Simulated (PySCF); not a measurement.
Radial density of O⁺ (oxygen, charge +1)

BLYP, [He] 2s1 2p4, high-spin 4P determinant (an excited configuration). Calculation: PySCF 2.14, in dyall-acv3z (15s9p4d2f, 76 functions); scalar relativity by spin-free X2C-1e.

| r (bohr) | 4πr²ρ (e/bohr) | 4πr²(ρα − ρβ) |
| --- | --- | --- |
| 0.00267 | 0.02788 | 0.0008 |
| 0.00448 | 0.07551 | 0.0022 |
| 0.00754 | 0.2009 | 0.0058 |
| 0.0127 | 0.5180 | 0.0149 |
| 0.0213 | 1.265 | 0.0364 |
| 0.0359 | 2.821 | 0.0806 |
| 0.0604 | 5.391 | 0.1520 |
| 0.102 | 7.977 | 0.2208 |
| 0.171 | 7.863 | 0.2539 |
| 0.287 | 4.628 | 0.5289 |
| 0.483 | 3.413 | 1.7062 |
| 0.813 | 4.306 | 2.7424 |
| 1.37 | 2.466 | 1.4874 |
| 2.30 | 0.4096 | 0.1907 |
| 3.87 | 0.01194 | 0.0023 |
| 6.51 | 1.834e-05 | 0.0000 |

Densities and radii are taken from the X2C orbitals without a picture-change correction, which distorts them close to the nucleus.
